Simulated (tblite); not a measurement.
C₄H₁₀OS₂Si.
Atom-mapped SMILES: `[CH3:1][C:2](=[O:3])[CH2:4][S:5][S:6][CH2:7][SiH3:8]` (hydrogens: H9, H10, H11 on C1; H12, H13 on C4; H14, H15 on C7; H16, H17, H18 on Si8)

Computed with GFN2-xTB (tblite), gas phase: L-BFGS steps from a force-field or distance-geometry start until the largest atomic force falls under 0.01 eV/Å.

At the end of the run (lengths in Å): S5–S6 2.026, C4–S5 1.848, C1–H11 1.086, C7–Si8 1.909, C1–H10 1.088, Si8–H16 1.460, C4–H13 1.088, S5–S6–C7 103.2°, C1–C2–C4 114.7°, C4–S5–S6 104.3°, C2–C4–S5 109.3°, C1–C2–C4–S5 88°, C2–C4–S5–S6 -80°, C4–S5–S6–C7 -87°, H12–C4–C2–C1 -158°, H12–C4–S5–S6 162°.

Task: These geometries were met on the way; a selection of coordinates is given. Order them by energy above the end point, lowest first.
A. S5–S6 2.049, C4–S5 1.875, C1–H11 1.088, C7–Si8 1.932, C1–H10 1.083, Si8–H16 1.452, C4–H13 1.066, S5–S6–C7 111.3°, C1–C2–C4 116.7°, C4–S5–S6 107.7°, C2–C4–S5 110.7°, C1–C2–C4–S5 135°, C2–C4–S5–S6 -130°, C4–S5–S6–C7 -92°, H12–C4–C2–C1 -107°, H12–C4–S5–S6 110°
B. S5–S6 2.100, C4–S5 1.801, C1–H11 1.132, C7–Si8 1.869, C1–H10 1.126, Si8–H16 1.490, C4–H13 1.116, S5–S6–C7 111.9°, C1–C2–C4 120.0°, C4–S5–S6 108.6°, C2–C4–S5 112.8°, C1–C2–C4–S5 133°, C2–C4–S5–S6 -129°, C4–S5–S6–C7 -91°, H12–C4–C2–C1 -104°, H12–C4–S5–S6 109°
C. S5–S6 2.029, C4–S5 1.860, C1–H11 1.089, C7–Si8 1.923, C1–H10 1.091, Si8–H16 1.462, C4–H13 1.085, S5–S6–C7 106.7°, C1–C2–C4 115.6°, C4–S5–S6 104.0°, C2–C4–S5 112.5°, C1–C2–C4–S5 140°, C2–C4–S5–S6 -127°, C4–S5–S6–C7 -101°, H12–C4–C2–C1 -105°, H12–C4–S5–S6 117°
D. S5–S6 2.030, C4–S5 1.840, C1–H11 1.087, C7–Si8 1.913, C1–H10 1.091, Si8–H16 1.462, C4–H13 1.089, S5–S6–C7 102.3°, C1–C2–C4 114.1°, C4–S5–S6 102.7°, C2–C4–S5 110.9°, C1–C2–C4–S5 125°, C2–C4–S5–S6 -81°, C4–S5–S6–C7 -94°, H12–C4–C2–C1 -120°, H12–C4–S5–S6 161°
E. S5–S6 2.029, C4–S5 1.852, C1–H11 1.086, C7–Si8 1.906, C1–H10 1.088, Si8–H16 1.458, C4–H13 1.089, S5–S6–C7 102.4°, C1–C2–C4 114.2°, C4–S5–S6 102.6°, C2–C4–S5 110.9°, C1–C2–C4–S5 144°, C2–C4–S5–S6 -115°, C4–S5–S6–C7 -87°, H12–C4–C2–C1 -100°, H12–C4–S5–S6 126°

Result: D (0.084 eV), E (0.138 eV), C (0.225 eV), A (0.364 eV), B (0.614 eV).

| step | E above end (eV) | rms distance from the end, all atoms (Å) | largest force (eV/Å) | rms shift of all bonds from the end (Å) |
| --- | --- | --- | --- | --- |
| 135 | 0.084 | 0.443 | 0.172 | 0.004 |
| 56 | 0.138 | 0.884 | 0.098 | 0.002 |
| 12 | 0.225 | 1.039 | 0.231 | 0.006 |
| 2 | 0.364 | 1.059 | 1.560 | 0.015 |
| 0 | 0.614 | 1.061 | 2.242 | 0.032 |

Rows stand in the order of the answer.
